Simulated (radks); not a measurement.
Problem. Coherent X-ray form factor from a spherical all-electron density. Calculated with a radial shooting solver on a logarithmic mesh with Libxc functionals: scalar-relativistic Kohn-Sham, RPBE, spin-polarised, spherical densities, point nucleus.

| sin(theta)/lambda (1/angstrom) | f0 (electrons) |
|---|---|
| 0.05 | 41.251 |
| 0.1 | 39.295 |
| 0.15 | 36.727 |
| 0.2 | 34.032 |
| 0.25 | 31.466 |
| 0.3 | 29.131 |
| 0.4 | 25.238 |
| 0.5 | 22.283 |
| 0.6 | 20.006 |
| 0.8 | 16.464 |
| 1 | 13.460 |
| 1.25 | 10.351 |
| 1.5 | 8.161 |
| 2 | 5.943 |

The species is in the configuration that NIST lists as its ground one. Which atom or ion scatters so?

Solution. The technetium ion Tc+, [Kr] 4d5 5s1. Extrapolating in s^2 from the first two rows gives f0(0) = 41.9, near the electron count 42; among species with that count, the fall with angle is slower the higher Z, and the table is that of Z = 43; from so few rows the species is fixed only to a neighbour or two.
